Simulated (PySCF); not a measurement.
A PySCF script (with the pyscf-properties extension) for the NMR shieldings of SMILES CS[BH2-][N@@H+](C)[C@@H]1C[C@H]1N, C5H15BN2S, on a GFN2-xTB geometry:

```python
import basis_set_exchange as bse
import numpy as np
from pyscf import gto, dft
from pyscf.prop import nmr

atoms = """
C     2.602516    1.161309   -0.574529
S     2.428792   -0.342602    0.440285
B     1.177981   -1.333100   -0.589360
N    -0.265083   -1.254102    0.225861
C    -0.223141   -2.009927    1.480468
C    -0.683603    0.110862    0.475726
C    -2.142274    0.436824    0.656093
C    -1.388507    0.900619   -0.576279
N    -1.019121    2.258502   -0.808737
H     3.060258    0.893670   -1.522721
H     1.630069    1.614180   -0.747028
H     3.249160    1.843331   -0.031209
H     1.461168   -2.483309   -0.620010
H     1.001160   -0.822868   -1.642702
H    -0.933362   -1.691628   -0.405211
H     0.583007   -1.606244    2.091781
H    -1.169535   -1.931032    2.018783
H    -0.004113   -3.053468    1.269758
H     0.039536    0.625022    1.098223
H    -2.867764   -0.355479    0.542955
H    -2.407696    1.164378    1.408639
H    -1.621466    0.393980   -1.506793
H    -0.739729    2.718220    0.050369
H    -1.779988    2.782626   -1.226408
"""
names = dict.fromkeys(["C", "S", "B", "N", "H"], "pcSseg-1")
basis = {el: gto.basis.parse(bse.get_basis(n, elements=[el], fmt="nwchem")) for el, n in names.items()}
mol = gto.M(atom=atoms, basis=basis, charge=0, verbose=0)
mf = dft.RKS(mol, xc="PBE0")
mf.grids.level = 2
mf.grids.alignment = dft.numint.BLKSIZE   # the property module wants whole blocks of grid points
mf.conv_tol = 1e-9
mf.kernel()

calc = nmr.RKS(mf)   # GIAO
C = mf.mo_coeff
Co = C[:, mf.mo_occ > 0]
resp = mf.gen_response(singlet=True, hermi=2)
def vind(x):   # induced exchange potential for any number of trial vectors
    d = np.einsum("pi,xij,qj->xpq", C, 2 * x.reshape(-1, C.shape[1], Co.shape[1]), Co, optimize=True)
    return np.einsum("xpq,pi,qj->xij", resp(d - d.transpose(0, 2, 1)), C, Co, optimize=True).ravel()
mo1, _ = nmr.rhf.solve_mo1(calc, with_cphf=vind)
sigma = calc.kernel(mo1)
for i, s in enumerate(sigma):   # ppm
    print("%2d %-2s %9.2f" % (i, mol.atom_pure_symbol(i), np.trace(s) / 3))
```

**Question.** Give the expected output.

**Answer.** 
```
 0 C     165.53
 1 S     695.31
 2 B     108.35
 3 N     191.67
 4 C     148.70
 5 C     146.43
 6 C     167.32
 7 C     149.82
 8 N     218.73
 9 H      29.42
10 H      29.18
11 H      30.09
12 H      28.78
13 H      28.81
14 H      30.17
15 H      28.33
16 H      29.53
17 H      29.47
18 H      28.15
19 H      31.23
20 H      31.44
21 H      29.28
22 H      31.65
23 H      30.43
```

These numbers come from an equivalent density-fitted implementation of the same equations, which agrees with the script to about 0.01 ppm for H and up to a few tenths of a ppm for heavy atoms, so last digits may differ.

Size and cost of the density-fitted run: 235 basis functions, 91 s wall time on 1 thread of an Arm Neoverse V1, shared host; peak memory 1.2 GiB.
